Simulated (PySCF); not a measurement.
Stepwise substitution at one centre (B Br-SiH3). Gas-phase values, no solvent. Strings in code marks are SMILES.

These are PBE-D3(BJ)/def2-TZVP run with PySCF 2.14.0 values and carry that method's errors. Excitations are Tamm–Dancoff values on a coarser integration grid. The basis has no diffuse functions, so Rydberg states are missing or too high.

```tsv
species	S1 oscillator strength	T1 excitation (TDA) (eV)	brightest of the four lowest singlets (TDA) (eV)	HOMO–LUMO gap (eV)	HOMO (eV)
0 of 3 Br replaced by SiH3 (`BrB(Br)Br`)	0.000	3.98	?	4.06	-7.03
1 of 3 Br replaced by SiH3	0.002	3.26	5.15	?	-6.91
2 of 3 Br replaced by SiH3 (`BrB([SiH3])[SiH3]`)	0.000	2.27	?	2.60	-6.30
3 of 3 Br replaced by SiH3	0.001	2.39	–	?	-6.86
```

Q: Complete the blanks.

A: 
- 0 of 3 Br replaced by SiH3 (`BrB(Br)Br`), brightest of the four lowest singlets (TDA) (eV): 5.53
- 1 of 3 Br replaced by SiH3, HOMO–LUMO gap (eV): 3.58
- 2 of 3 Br replaced by SiH3 (`BrB([SiH3])[SiH3]`), brightest of the four lowest singlets (TDA) (eV): 5.02
- 3 of 3 Br replaced by SiH3, HOMO–LUMO gap (eV): 2.82
